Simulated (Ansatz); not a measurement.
H5GeNO, singlet, at a GFN2-xTB geometry, with bond 5-1 at 2.4 times its length; SC-NEVPT2/6-31G, CASSCF(4,4) (Ansatz, a program for electronic structure).

Ansatz was given this input:
Ansatz 0.2 input:
```yaml
crystal:
  periodic: [false, false, false]
  atoms:
    - {symbol: Ge, position_ang: [-0.22886294, -0.24881406, 0.06256490]}
    - {symbol: N, position_ang: [1.53218929, -0.51172173, -0.18667527]}
    - {symbol: O, position_ang: [-0.55030496, 1.47563485, -0.07070189]}
    - {symbol: H, position_ang: [-0.59523862, -0.71190260, 1.44232860]}
    - {symbol: H, position_ang: [-2.03644082, -1.98888956, -2.52177183]}
    - {symbol: H, position_ang: [1.88681255, -0.26139739, -1.09995179]}
    - {symbol: H, position_ang: [2.13928287, -0.09041515, 0.50356533]}
    - {symbol: H, position_ang: [-1.44810770, 1.77658370, 0.03856520]}
basis:
  gaussian:
    orbitals: 6-31G
magnetization: {spin_polarized: false}
correlation: {method: sc_nevpt2, electrons: all, active_space: {window: {electrons: 4, orbitals: 4}}}
```

**Question.** Predict the main parts of the log of this Ansatz run.

**Answer.** 
```
Functional definition: HF
624 factors; integrals over basis functions are off by at most 4.1e-4 eV
mean field evaluation 1: about -60051.6748 eV, gradient 4.0e1 eV
mean field evaluation 2: about -60051.6786 eV, gradient 4.1e1 eV
mean field evaluation 4: about -60055.6523 eV, gradient 2.8e0 eV
mean field evaluation 8: about -60055.6812 eV, gradient 1.0e-3 eV
mean field evaluation 16: about -60052.9369 eV, gradient 7.4e-2 eV
mean field -60055.68122363 eV, -2207.0055777655 hartree, gradient 2.4e-6 eV, S^2 0.000000; 1 other end points of the search recorded, 0 dependent functions left out; unrestricted orbitals would lower it
reference -60055.68122363 eV, -2207.0055777655 hartree; 26, 26 occupied and 31, 31 virtual orbitals, 624 factors
state -60059.03408335 eV, -2207.1287930878 hartree
state -60059.03408335 eV, -2207.1287930878 hartree; corrected -60072.02928443 eV, -2207.6063579190 hartree
state -60058.91982784 eV, -2207.1245942752 hartree
state -60058.91982784 eV, -2207.1245942752 hartree; corrected -60071.95929552 eV, -2207.6037858738 hartree
state -60059.03408335 eV, -2207.1287930878 hartree; corrected -60072.02928443 eV, -2207.6063579190 hartree
2 active orbitals were swapped for others, from the solution at -60058.91959343 eV, -2207.1245856608 hartree to that at -60059.03385531 eV, -2207.1287847072 hartree; typed "places" are swapped only where nearly empty or full, and so, without "given_window_search", are "orbital_numbers", "shells" and a window whose orbitals a file names under [Active]
Total energy: -60072.02928443 eV, -2207.6063579190 hartree
```
